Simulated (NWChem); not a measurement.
System: SiN, doublet; SMILES N#[Si]

Input file for NWChem:

```
start job
memory heap 200 mb stack 900 mb global 1100 mb
geometry units angstroms
  Si     0.000000     0.000000    -0.526387
  N      0.000000     0.000000     1.048508
end
basis spherical
  * library 6-31g*
end
dft
  odft
  mult 2
  xc b3lyp
  iterations 150
end
driver
  maxiter 120
end
task dft optimize
task dft freq
```

No stability test was run on the SCF state.

The level has its own optimisation; frequencies are unscaled.

Predict the main results of this run. (B3LYP/6-31G* (spherical d), spin-unrestricted.) Quantities: r N–Si (Å); highest harmonic frequency (cm⁻¹); zero-point energy (kcal/mol); dipole (D).

The r N–Si (Å) is 1.578 and the highest harmonic frequency (cm⁻¹) is 1171. The zero-point energy (kcal/mol) comes out as 1.7 and the dipole (D) is 2.33.
